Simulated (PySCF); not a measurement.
TiF4, SMILES [F][Ti]([F])([F])[F], multiplicity 1.

Coordinates come from a B3LYP-D3(BJ)/def2-SVP optimisation. The spin state was assumed, not searched. The isomer is the one that the SMILES or the coordinates give; other isomers of the formula were not compared.

Two levels are set side by side: TDDFT-PBE/def2-SVPD (PySCF) and TDDFT-PBE0/def2-SVPD (PySCF). Vertical, same geometry. The lowest singlet is HOMO→LUMO 99 % with PBE and HOMO→LUMO 98 % with the other functional; states are paired by order. Differences are taken from unrounded values.

```json
[
 {"quantity": "lowest singlet excitation (eV)", "TDDFT-PBE": "6.43"},
 {"quantity": "lowest triplet excitation (TDA) (eV)", "TDDFT-PBE": "6.19"}
]
```

Question: These are the TDDFT-PBE values. What does TDDFT-PBE0 give? (An estimate is asked for; the answer gives what the named calculation found.)

Answer: 
| quantity | TDDFT-PBE0 | TDDFT-PBE minus TDDFT-PBE0 |
|---|---|---|
| lowest singlet excitation (eV) | 7.31 | -0.89 |
| lowest triplet excitation (TDA) (eV) | 7.03 | -0.84 |

Functionals without exact exchange tend to place singlet excitations lower, as here. Differences between two approximate levels are no errors against the true value.

Rough cost on one machine, each run with all the roots and properties that it gave: TDDFT-PBE0 against TDDFT-PBE about 6 times.
